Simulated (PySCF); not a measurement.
PySCF job for 1,2,4-triazole cation (C2H3N3), SMILES c1nc[nH]n1 (connectivity only; charge and spin as stated), charge +1, multiplicity 2, TDA-M06-2X/def2-SVPD. Geometry optimised at PBE0-D3(BJ)/def2-SVP. The multiplicity is an assumed one; other spin states were not compared.

```python
import numpy as np
from pyscf import gto, scf, dft, tdscf

mol = gto.M(
    atom='''
    C     0.07615918   -1.19707320   -0.00000000
    N     1.07974441   -0.30652723    0.00000000
    C     0.63839526    0.94813671   -0.00000000
    N    -0.67500718    0.82949253   -0.00000000
    N    -1.01349622   -0.46894508    0.00000000
    H     0.13662151   -2.28547730   -0.00000001
    H     1.24267910    1.85658362   -0.00000000
    H    -1.40531433    1.54437099    0.00000000
    ''',
    basis='def2-SVPD',
    charge=1,
    spin=1,
    max_memory=1600,
    verbose=4,
)
mf = dft.UKS(mol, xc='m06-2x').density_fit(auxbasis='def2-universal-jkfit')
mf.grids.level = 4
mf.conv_tol = 1e-9
mf.max_cycle = 100
mf.kernel()
fine, coarse = mf.grids, dft.Grids(mol).set(level=1).build(with_non0tab=True)
for _ in range(3):  # follow internal instabilities
    mf.grids = coarse
    mo, _, stable, _ = mf.stability(return_status=True, nroots=4)
    mf.grids = fine
    if stable:
        break
    mf.kernel(mf.make_rdm1(mo, mf.mo_occ))
mf.grids = dft.Grids(mol).set(level=2).build(with_non0tab=True)  # coarser grid for the response kernel
td = tdscf.TDA(mf)
td.nstates = 10
td.conv_tol = 1e-4
td.kernel(x0=td.get_init_guess(mf, 15))
td.analyze()
```

Log of the run:

```
PySCF version 2.14.0

[INPUT] verbose = 4
[INPUT] num. atoms = 8
[INPUT] num. electrons = 35
[INPUT] charge = 1
[INPUT] spin (= nelec alpha-beta = 2S) = 1
[INPUT] symmetry False subgroup None
[INPUT] Mole.unit = angstrom
[INPUT] Symbol           X                Y                Z      unit          X                Y                Z       unit  Magmom
[INPUT]  1 C      0.076159180000  -1.197073200000   0.000000000000 AA    0.143919992071  -2.262140499057   0.000000000000 Bohr   0.0
[INPUT]  2 N      1.079744410000  -0.306527230000   0.000000000000 AA    2.040421219430  -0.579252514422   0.000000000000 Bohr   0.0
[INPUT]  3 C      0.638395260000   0.948136710000   0.000000000000 AA    1.206392200621   1.791718710546   0.000000000000 Bohr   0.0
[INPUT]  4 N     -0.675007180000   0.829492530000   0.000000000000 AA   -1.275578702315   1.567513704073   0.000000000000 Bohr   0.0
[INPUT]  5 N     -1.013496220000  -0.468945080000   0.000000000000 AA   -1.915230284082  -0.886177768662   0.000000000000 Bohr   0.0
[INPUT]  6 H      0.136621510000  -2.285477300000  -0.000000010000 AA    0.258177236625  -4.318926160910  -0.000000018897 Bohr   0.0
[INPUT]  7 H      1.242679100000   1.856583620000   0.000000000000 AA    2.348323159721   3.508434569154   0.000000000000 Bohr   0.0
[INPUT]  8 H     -1.405314330000   1.544370990000   0.000000000000 AA   -2.655659202627   2.918438205823   0.000000000000 Bohr   0.0

nuclear repulsion = 166.719508520807
number of shells = 52
number of NR pGTOs = 180
number of NR cGTOs = 124
basis = def2-SVPD
ecp = {}


[settings echo left out]
init E= -243.185586370156
  alpha nocc = 18  HOMO = -0.281292783005835  LUMO = -0.0100526344418799
  beta  nocc = 17  HOMO = -0.283703673025069  LUMO = -0.281292783005834

WARN: HOMO -0.281292783005835 >= LUMO -0.281292783005834

cycle= 1 E= -241.463065485044  delta_E= 1.72  |g|= 0.456  |ddm|= 3.19
  alpha nocc = 18  HOMO = -0.535032587361889  LUMO = -0.284323526731394
  beta  nocc = 17  HOMO = -0.532675869743997  LUMO = -0.529897055995295
  HOMO = -0.532675869744  LUMO = -0.529897055995  gap/eV = 0.07562
cycle= 2 E= -241.452930329791  delta_E= 0.0101  |g|= 0.549  |ddm|= 1.15
  alpha nocc = 18  HOMO = -0.599408250443899  LUMO = -0.214710947788834
  beta  nocc = 17  HOMO = -0.596319011534454  LUMO = -0.463207267755207
  HOMO = -0.596319011534  LUMO = -0.463207267755  gap/eV = 3.62216
cycle= 3 E= -241.575876874426  delta_E= -0.123  |g|= 0.0888  |ddm|= 0.825
  alpha nocc = 18  HOMO = -0.571648231089142  LUMO = -0.193219733085225
  beta  nocc = 17  HOMO = -0.568734204435548  LUMO = -0.432576015602338
  HOMO = -0.568734204436  LUMO = -0.432576015602  gap/eV = 3.70505
cycle= 4 E= -241.579827626248  delta_E= -0.00395  |g|= 0.0393  |ddm|= 0.17
  alpha nocc = 18  HOMO = -0.575013451269761  LUMO = -0.191697510700579
  beta  nocc = 17  HOMO = -0.572653852295891  LUMO = -0.432500592596714
  HOMO = -0.572653852296  LUMO = -0.432500592597  gap/eV = 3.81376
cycle= 5 E= -241.581134399436  delta_E= -0.00131  |g|= 0.0203  |ddm|= 0.0724
  alpha nocc = 18  HOMO = -0.578500644536409  LUMO = -0.191657847604559
  beta  nocc = 17  HOMO = -0.575858103228244  LUMO = -0.431136251851777
  HOMO = -0.575858103228  LUMO = -0.431136251852  gap/eV = 3.93808
cycle= 6 E= -241.581732572362  delta_E= -0.000598  |g|= 0.0123  |ddm|= 0.0362
  alpha nocc = 18  HOMO = -0.579129638335766  LUMO = -0.190337176652987
  beta  nocc = 17  HOMO = -0.576290922916352  LUMO = -0.428190519820652
  HOMO = -0.576290922916  LUMO = -0.428190519821  gap/eV = 4.03002
cycle= 7 E= -241.582678314579  delta_E= -0.000946  |g|= 0.0104  |ddm|= 0.0551
  alpha nocc = 18  HOMO = -0.582818399465136  LUMO = -0.189354821707955
  beta  nocc = 17  HOMO = -0.578840121485808  LUMO = -0.424893466035258
  HOMO = -0.578840121486  LUMO = -0.424893466035  gap/eV = 4.18910
cycle= 8 E= -241.583781887774  delta_E= -0.0011  |g|= 0.00782  |ddm|= 0.0852
  alpha nocc = 18  HOMO = -0.585035335626789  LUMO = -0.188948847907107
  beta  nocc = 17  HOMO = -0.579435593745781  LUMO = -0.425302893935899
  HOMO = -0.579435593746  LUMO = -0.425302893936  gap/eV = 4.19416
cycle= 9 E= -241.584232859077  delta_E= -0.000451  |g|= 0.00624  |ddm|= 0.0504
  alpha nocc = 18  HOMO = -0.587653643226411  LUMO = -0.189131486532074
  beta  nocc = 17  HOMO = -0.580555230428987  LUMO = -0.423984969921641
  HOMO = -0.580555230429  LUMO = -0.423984969922  gap/eV = 4.26049
cycle= 10 E= -241.584526383677  delta_E= -0.000294  |g|= 0.00338  |ddm|= 0.0521
  alpha nocc = 18  HOMO = -0.589668497436816  LUMO = -0.189081281385104
  beta  nocc = 17  HOMO = -0.581081564269789  LUMO = -0.424266861216818
  HOMO = -0.58108156427  LUMO = -0.424266861217  gap/eV = 4.26715
cycle= 11 E= -241.584623667804  delta_E= -9.73e-05  |g|= 0.00168  |ddm|= 0.036
  alpha nocc = 18  HOMO = -0.590128893149013  LUMO = -0.189129078722583
  beta  nocc = 17  HOMO = -0.581196942848959  LUMO = -0.423966069640961
  HOMO = -0.581196942849  LUMO = -0.423966069641  gap/eV = 4.27847
[...]
  beta  nocc = 17  HOMO = -0.594251360647026  LUMO = -0.398624686772679
  HOMO = -0.594251360647  LUMO = -0.398624686773  gap/eV = 5.32327
cycle= 16 E= -241.606793717855  delta_E= -1.79e-06  |g|= 0.000365  |ddm|= 0.00897
  alpha nocc = 18  HOMO = -0.59870725308001  LUMO = -0.205874008818489
  beta  nocc = 17  HOMO = -0.594031551892566  LUMO = -0.398826053958603
  HOMO = -0.594031551893  LUMO = -0.398826053959  gap/eV = 5.31181
cycle= 17 E= -241.606794269841  delta_E= -5.52e-07  |g|= 0.000256  |ddm|= 0.00328
  alpha nocc = 18  HOMO = -0.598698187404153  LUMO = -0.205871498217554
  beta  nocc = 17  HOMO = -0.594082034827133  LUMO = -0.398770832790423
  HOMO = -0.594082034827  LUMO = -0.39877083279  gap/eV = 5.31469
cycle= 18 E= -241.60679435461  delta_E= -8.48e-08  |g|= 0.000114  |ddm|= 0.000912
  alpha nocc = 18  HOMO = -0.598682036575546  LUMO = -0.205875375417252
  beta  nocc = 17  HOMO = -0.59409347969308  LUMO = -0.398715041976159
  HOMO = -0.594093479693  LUMO = -0.398715041976  gap/eV = 5.31652
cycle= 19 E= -241.606794380807  delta_E= -2.62e-08  |g|= 6.39e-05  |ddm|= 0.000556
  alpha nocc = 18  HOMO = -0.598671024624644  LUMO = -0.205871002828124
  beta  nocc = 17  HOMO = -0.59408230129262  LUMO = -0.398698757219124
  HOMO = -0.594082301293  LUMO = -0.398698757219  gap/eV = 5.31666
cycle= 20 E= -241.606794404156  delta_E= -2.33e-08  |g|= 5.08e-05  |ddm|= 0.000485
  alpha nocc = 18  HOMO = -0.598663176206427  LUMO = -0.205873657008198
  beta  nocc = 17  HOMO = -0.594078694219175  LUMO = -0.398684798642703
  HOMO = -0.594078694219  LUMO = -0.398684798643  gap/eV = 5.31694
cycle= 21 E= -241.60679442177  delta_E= -1.76e-08  |g|= 3.64e-05  |ddm|= 0.000472
  alpha nocc = 18  HOMO = -0.598651936681644  LUMO = -0.20587360419107
  beta  nocc = 17  HOMO = -0.59407164720944  LUMO = -0.398660678092356
  HOMO = -0.594071647209  LUMO = -0.398660678092  gap/eV = 5.31740
cycle= 22 E= -241.606794434656  delta_E= -1.29e-08  |g|= 1.95e-05  |ddm|= 0.000648
  alpha nocc = 18  HOMO = -0.598644014194491  LUMO = -0.205870973336103
  beta  nocc = 17  HOMO = -0.59406556808643  LUMO = -0.398647976443008
  HOMO = -0.594065568086  LUMO = -0.398647976443  gap/eV = 5.31758
cycle= 23 E= -241.606794439305  delta_E= -4.65e-09  |g|= 1.35e-05  |ddm|= 0.000329
  alpha nocc = 18  HOMO = -0.598644902365625  LUMO = -0.205872197590605
  beta  nocc = 17  HOMO = -0.594066490342158  LUMO = -0.398647046326884
  HOMO = -0.594066490342  LUMO = -0.398647046327  gap/eV = 5.31763
cycle= 24 E= -241.606794440774  delta_E= -1.47e-09  |g|= 1.05e-05  |ddm|= 0.000124
  alpha nocc = 18  HOMO = -0.598646211807967  LUMO = -0.205871603697059
  beta  nocc = 17  HOMO = -0.594066877460184  LUMO = -0.398649397276384
  HOMO = -0.59406687746  LUMO = -0.398649397276  gap/eV = 5.31758
cycle= 25 E= -241.606794441709  delta_E= -9.36e-10  |g|= 7.39e-06  |ddm|= 0.000102
  alpha nocc = 18  HOMO = -0.598646408438862  LUMO = -0.205872040311122
  beta  nocc = 17  HOMO = -0.594067128297839  LUMO = -0.398650214796583
  HOMO = -0.594067128298  LUMO = -0.398650214797  gap/eV = 5.31757
Extra cycle  E= -241.606794441958  delta_E= -2.48e-10  |g|= 8.58e-06  |ddm|= 3.06e-05
converged SCF energy = -241.606794441958  <S^2> = 0.75817008  2S+1 = 2.0081535
uhf_internal: lowest eigs of H = [0.05051967 0.06800278 0.10465109 0.30633653]
<class 'pyscf.df.df_jk.DFUKS'> wavefunction is stable in the internal stability analysis
tot grids = 71512


******** <class 'pyscf.tdscf.uks.TDA'> for <class 'pyscf.df.df_jk.DFUKS'> ********
nstates = 10
deg_eia_thresh = 1.000e-03
wfnsym = None
conv_tol = 0.0001
eigh lindep = 1e-12
eigh level_shift = 0
eigh max_cycle = 100


Excitation energies (eV)
[0.59320761 1.34509056 2.05643668 5.52896477 5.69065581 6.33620338
 6.53637571 6.74219116 6.7843137  6.84022131]

** Excitation energies and oscillator strengths **
Excited State   1:      0.59321 eV   2090.06 nm  f=0.0003
      15b ->   18b     -0.59312
      17b ->   18b      0.79546
Excited State   2:      1.34509 eV    921.75 nm  f=0.0001
      12b ->   18b     -0.13389
      15b ->   18b     -0.78330
      17b ->   18b     -0.60252
Excited State   3:      2.05644 eV    602.91 nm  f=0.0406
      16a ->   20a     -0.11552
      18a ->   19a     -0.10916
      16b ->   18b     -0.95897
Excited State   4:      5.52896 eV    224.24 nm  f=0.0002
      18a ->   19a      0.63352
      18a ->   20a     -0.26474
      17b ->   19b     -0.67110
      17b ->   20b      0.21500
Excited State   5:      5.69066 eV    217.87 nm  f=0.0044
       9b ->   18b     -0.16077
      11b ->   18b     -0.16535
      13b ->   18b     -0.26718
      14b ->   18b     -0.92065
Excited State   6:      6.33620 eV    195.68 nm  f=0.0002
      17a ->   19a     -0.41649
      17a ->   20a      0.38562
      16b ->   19b     -0.71921
      16b ->   20b      0.37199
Excited State   7:      6.53638 eV    189.68 nm  f=0.0003
      12a ->   19a     -0.11128
      16a ->   19a      0.10635
      18a ->   19a      0.29454
      18a ->   20a      0.64361
      12b ->   19b      0.13026
      15b ->   19b     -0.10859
      17b ->   19b     -0.16714
      17b ->   20b     -0.62085
Excited State   8:      6.74219 eV    183.89 nm  f=0.0003
      17a ->   19a     -0.14939
      17a ->   20a      0.17908
      12b ->   18b      0.94274
      15b ->   18b     -0.15893
      16b ->   19b      0.13210
Excited State   9:      6.78431 eV    182.75 nm  f=0.0002
       9b ->   18b      0.10248
      13b ->   18b      0.92990
      14b ->   18b     -0.28971
Excited State  10:      6.84022 eV    181.26 nm  f=0.0016
      16a ->   19a     -0.61067
      16a ->   20a     -0.13179
      18a ->   20a      0.11806
      13b ->   18b      0.11338
      15b ->   19b      0.71328
      15b ->   20b      0.17897
      17b ->   19b     -0.10036
      17b ->   20b     -0.10184

** Transition electric dipole moments (AU) **
state          X           Y           Z        Dip. S.      Osc.
  1        -0.0001      0.0001      0.1349      0.0182      0.0003
  2         0.0001      0.0000      0.0531      0.0028      0.0001
  3         0.8923      0.0950     -0.0000      0.8052      0.0406
  4         0.0023     -0.0372     -0.0000      0.0014      0.0002
  5         0.0979      0.1479     -0.0000      0.0315      0.0044
  6         0.0000      0.0000      0.0376      0.0014      0.0002
  7         0.0276      0.0366     -0.0000      0.0021      0.0003
  8        -0.0000      0.0001     -0.0407      0.0017      0.0003
  9         0.0261      0.0215      0.0000      0.0011      0.0002
 10        -0.0114     -0.0972     -0.0000      0.0096      0.0016

** Transition velocity dipole moments (imaginary part, AU) **
state          X           Y           Z        Dip. S.      Osc.
  1         0.0000     -0.0000     -0.0100      0.0001      0.0031
  2        -0.0000      0.0000     -0.0007      0.0000      0.0000
  3        -0.1685     -0.0102      0.0000      0.0285      0.2513
  4        -0.0045      0.0016      0.0000      0.0000      0.0001
  5         0.0033      0.0047     -0.0000      0.0000      0.0001
  6        -0.0000      0.0000     -0.0043      0.0000      0.0001
  7         0.0032      0.0005      0.0000      0.0000      0.0000
  8        -0.0000      0.0000      0.0198      0.0004      0.0011
  9         0.0078     -0.0042     -0.0000      0.0001      0.0002
 10         0.0063      0.0015      0.0000      0.0000      0.0001

** Transition magnetic dipole moments (imaginary part, AU) **
state          X           Y           Z
  1        -0.1258     -0.2718      0.0000
  2        -0.0867     -0.4295     -0.0002
  3         0.0000      0.0001     -0.6274
  4        -0.0000      0.0000     -0.0231
  5        -0.0000      0.0000      0.4579
  6         0.0650     -0.1552     -0.0000
  7        -0.0000      0.0000      0.0557
  8        -0.0555      0.6316     -0.0001
  9         0.0000      0.0000     -0.0812
 10        -0.0000      0.0004      0.0295
```

The run converged.
